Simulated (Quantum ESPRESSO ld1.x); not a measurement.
Q: These are the eigenvalues of the occupied orbitals of an atom or ion with whole-number occupations (hartree). Method: scalar-relativistic Kohn-Sham, LDA (Slater exchange, Perdew-Zunger correlation), spin-polarised, spherical densities, point nucleus; computed with ld1.x of Quantum ESPRESSO 7.5.

1s up: -727.433
1s down: -727.433
2s up: -102.750
2s down: -102.733
2p up: -91.9226
2p down: -91.9092
3s up: -17.4520
3s down: -17.4394
3p up: -13.9051
3p down: -13.8915
3d up: -8.11621
3d down: -8.09796
4s up: -2.38488
4s down: -2.29633
4p up: -1.43926
4p down: -1.34236
5s up: -0.17779
4d up: -0.17100

Which element is it, and in what charge state? The configuration may be excited. Open shells, if any, are filled with parallel spins first.

A: Z = 42, molybdenum, charge 0: Mo in [Kr] 4d5 5s1. The list shows which subshells hold electrons but not how many an open one holds; the 1s level, -727.43 hartree, gives Z - s = 38.1 by -(Z - s)^2/2, which with screening and relativity narrows Z to a few neighbours, and the depths of the outer levels then fix element, charge and occupations together.
